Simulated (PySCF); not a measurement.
C6H6FNO (charge +1 and doublet state).
Structure used (GFN2-xTB), in Å, numbered top down from 1:
```
atom  x, y, z in Å
F1     0.817    1.014    1.933
C2     1.352    0.401    0.928
O3     2.642    0.211    0.902
N4     2.954   -0.494   -0.220
C5     1.885   -0.667   -0.917
C6     0.737   -0.125   -0.236
C7    -0.635   -0.185   -0.602
C8    -1.639    0.898   -0.088
C9    -1.740   -0.440    0.469
H10    1.919   -1.195   -1.851
H11   -0.823   -0.588   -1.589
H12   -1.239    1.700    0.515
H13   -2.322    1.216   -0.866
H14   -2.508   -1.118    0.119
H15   -1.405   -0.619    1.482
```

The hyperfine couplings belong to this conformer and change with its torsions.

As a line formula: `C1CC1[C+]1C=NO[C]1F` [radical] (charge +1).

The calculation used PySCF, UKS B3LYP, pcH-1 on C F H N O, non-relativistic, mean-field spin-orbit, GIAO. The structure is a single GFN2-xTB conformer in the gas phase; no vibrational or solvent corrections. Couplings are sensitive to structure, and on GFN2-xTB geometries they can be far from those on DFT ones, by a factor of two or more for some ions and for spin on atoms past the first row. Stability of the SCF solution: not tested.

Problem. Where do the isotropic ENDOR lines of N4, F1, H13/H14, H11, H10 and H12/H15 fall at 337.0 mT, to first order?

Solution. ν± = |νn ± a/2|, one line for each electron-spin manifold; νn = |g_N| × 7.62259 MHz/T × B.

| nuclei | isotope | g_N | νn (MHz) | a_iso (MHz) | lower line (MHz) | upper line (MHz) |
| --- | --- | --- | --- | --- | --- | --- |
| N4 | 14N | 0.4038 | 1.04 | 7.91 | 2.92 | 4.99 |
| F1 | 19F | 5.2577 | 13.51 | 63.37 | 18.18 | 45.19 |
| H13/H14 | 1H | 5.5857 | 14.35 | 31.48 | 1.39 | 30.09 |
| H11 | 1H | 5.5857 | 14.35 | -13.30 | 7.70 | 21.00 |
| H10 | 1H | 5.5857 | 14.35 | 2.01 | 13.35 | 15.35 |
| H12/H15 | 1H | 5.5857 | 14.35 | -1.46 | 13.62 | 15.08 |

Problem. Which pairs are centred on the nuclear Larmor frequency, and which on half the coupling?

Solution. Centred on νn, since |a| < 2νn: H11, H10 and H12/H15. Centred on |a|/2 and split by 2νn: N4, F1 and H13/H14.

Nuclei that the bonding pattern makes equivalent are averaged, as if the motion that swaps them (rotation, inversion, ring flip) were fast.

The Mulliken spin populations are largest on C2 (+0.27), C6 (+0.24), C7 (+0.16) and N4 (+0.16). Four atoms exceed +0.15. The positive populations add up to 1.09 and the negative ones to -0.09, together 2S = 1.
